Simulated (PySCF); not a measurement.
Species: C6H8O2S.
Geometry (PBE0-D3(BJ)/def2-SVP, Å), atoms numbered from 1 in this order:
```xyz
17
C6H8O2S angstrom
C     -3.931   -0.082   -0.182
C     -2.706   -0.019   -0.691
O     -1.610   -0.117    0.129
C     -0.382   -0.016   -0.421
O     -0.189    0.141   -1.595
C      0.668   -0.107    0.662
C      2.021   -0.556    0.169
C      2.743    0.391   -0.730
S      2.620   -1.999    0.615
H     -4.793   -0.006   -0.845
H     -4.096   -0.211    0.890
H     -2.467    0.108   -1.749
H      0.745    0.907    1.098
H      0.302   -0.777    1.449
H      2.839    1.378   -0.246
H      3.735    0.009   -0.996
H      2.137    0.545   -1.638
```

Linear response at PBE0/def2-SVPD (PySCF, frozen core in the response, non-relativistic). Isolated species at its PBE0-D3(BJ)/def2-SVP geometry (one conformer only).

Static isotropic polarisability: 105.25 au (15.60 Å³), principal values 76.8, 99.9, 139.1 au.

(1) What is the polarisability at 1064 nm and at the sodium D line?

(2) What is the isotropic C6 coefficient between two such molecules, C6 = (3/π)∫α(iω)² dω?

(3) Which effective excitation energy ω̄ makes London's formula C6 = (3/4)α²ω̄ exact here?

(4) What three-body coefficient follows from the one-pole estimate C9 = (3/4)·α·C6?

(5) How anisotropic is the static polarisability, by Δα² = ½[(α1 − α2)² + (α2 − α3)² + (α3 − α1)²]?

(6) How many electrons N does the Slater–Kirkwood formula C6 = (3/4)·√N·α^(3/2) need to give this C6?

(7) The lowest 6 singlets have (eV, f): 2.54, 0.000; 4.74, 0.001; 4.81, 0.009; 5.29, 0.151; 5.72, 0.002; 5.99, 0.047. What share of the static polarisability do they carry in the sum over states α = Σ f/ω²?

## Answers

(1) 106.62 au at 1064 nm (+1.3 %), 110.01 au at 589.3 nm (+4.5 %). The lowest singlet lies at 488 nm (f = 0.000), near or inside this range; the response is undamped and has a pole at each allowed excitation.

(2) 4127 au (Eh·bohr⁶) by a ten-point quadrature over imaginary frequencies, which is 2470 eV·Å⁶ or 238 J·nm⁶/mol.

(3) ω̄ = 4·C6/(3α²) = 0.497 Eh = 13.5 eV.

(4) 326000 au. This is an estimate from the two numbers above, not a computed integral.

(5) Δα = 54.5 au, or 0.52 of the isotropic value.

(6) N = (4·C6/3)²/α³ = 26.0; the species has 76 electrons in all.

(7) 5.30 au, 5.0 % of α; the largest term, 3.99 au, is that of the state at 5.29 eV. Their oscillator strengths add up to 0.21. Higher states carry the rest.
